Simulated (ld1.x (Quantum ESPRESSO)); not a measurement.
barium (Ba): variants of one TM potential

Base potential:

| Item | Value |
| --- | --- |
| Element | barium (Ba) |
| Generator | ld1.x (Quantum ESPRESSO) 7.5 |
| Type | norm-conserving Troullier–Martins (Kleinman–Bylander form) |
| Functional | LDA (PZ) |
| Relativity | fully relativistic |
| Frozen core | [Kr] 4d10 5s2 |
| Valence charge | 8 |
| Reference configuration | 5p6 5d0 6s1 6p1 |
| Partial waves | 6s (bound): rc 3.85 bohr; 5p (bound): rc 1.75 bohr; 5d (bound, empty): rc 4.20 bohr |
| Local potential | the d channel |
| Core correction | Bessel-smoothed model core, default radius (core density twice the valence density) |

Open shells are filled in proportion to 2j + 1 (rel_dist='average').

Occupied shells without a wave of their own: 6p. They enter only through the test configuration that unscreens the potential, and ld1.x also counts them in the model core charge.

All-electron outer shells of the reference configuration (LDA (PZ), scalar-relativistic, ld1.x):

```
shell  level (eV)  outermost node (bohr)  outermost maximum (bohr)
   4d      -90.83                   0.32                      0.70
   5s      -34.96                   0.80                      1.47
   5p      -19.93                   0.86                      1.67
   6s       -3.96                   1.96                      4.00
   5d       -2.98                   1.00                      2.46
   6p       -1.78                   2.34                      5.27
```

Cutoffs, loose and tight: the cutoffs (Ry, on a coarse ladder) from which the occupation-weighted sum of valence levels, in a spherical-Bessel basis at the reference potential, stays within 10 and 1 mRy of its value at 400 Ry. They do not see the model core or the augmentation charge, which bear on the density cutoff. Test errors are all-electron minus pseudo excitation energies from the reference, over the configurations 5p6 5d0 6s2 6p0; 5p6 5d0 6s1 6p0; 5p6 5d0 6s0 6p0; 5p5 5d0 6s2 6p0; 5p6 5d1 6s0 6p0; 5p6 5d0 6s1.5 6p0; 5p6 5d0 6s0 6p1. A dash means not determined; rows that change the core or the reference have their own tests. The largest error is taken over the tests solved by every variant that gives reliable tests at all: 5p6 5d0 6s0 6p0; 5p6 5d0 6s0 6p1; 5p6 5d0 6s1 6p0; 5p6 5d0 6s1.5 6p0; 5p6 5d1 6s0 6p0.

With those shells counted twice in exchange and correlation these files are broken, and their errors move erratically; no question is asked of them.

A true bound ghost makes a file unfit for plane-wave use even where its test errors are small: the radial tests pick states by their node count and pass the ghost by. Where a test does run into it, the solver fails or the error is huge.

| change | outcome | cutoff, loose | cutoff, tight | bound ghosts | largest test error (meV) |
| --- | --- | --- | --- | --- | --- |
| base | generated | 35 Ry | 55 Ry | s | -442 |
| wave 6s (bound): rc 3.85 bohr becomes 6s (bound): rc 2.54 bohr | generated | 40 Ry | 55 Ry | s | -471 |
| wave 6s (bound): rc 3.85 bohr becomes 6s (bound): rc 3.08 bohr | generated | 35 Ry | 55 Ry | s | -447 |
| wave 6s (bound): rc 3.85 bohr becomes 6s (bound): rc 3.48 bohr | generated | 35 Ry | 55 Ry | s | -444 |
| wave 6s (bound): rc 3.85 bohr becomes 6s (bound): rc 3.98 bohr | generated | 35 Ry | 55 Ry | s | -442 |
| wave 6s (bound): rc 3.85 bohr becomes 6s (bound): rc 4.80 bohr | generated | 35 Ry | 55 Ry | s | -453 |
| wave 6s (bound): rc 3.85 bohr becomes 6s (bound): rc 5.12 bohr | generated | 35 Ry | 55 Ry | s | -460 |
| wave 6s (bound): rc 3.85 bohr becomes 6s (bound): rc 5.70 bohr | generated | 35 Ry | 55 Ry | s | -491 |

Reading the sweep of the s radius (base included, trends over the rows without a ghost): Bound ghosts are found at 2.54, 3.08, 3.48, 3.85, 3.98, 4.8, 5.12, 5.7 bohr. Every judged row has one, so this setting neither creates nor removes them.
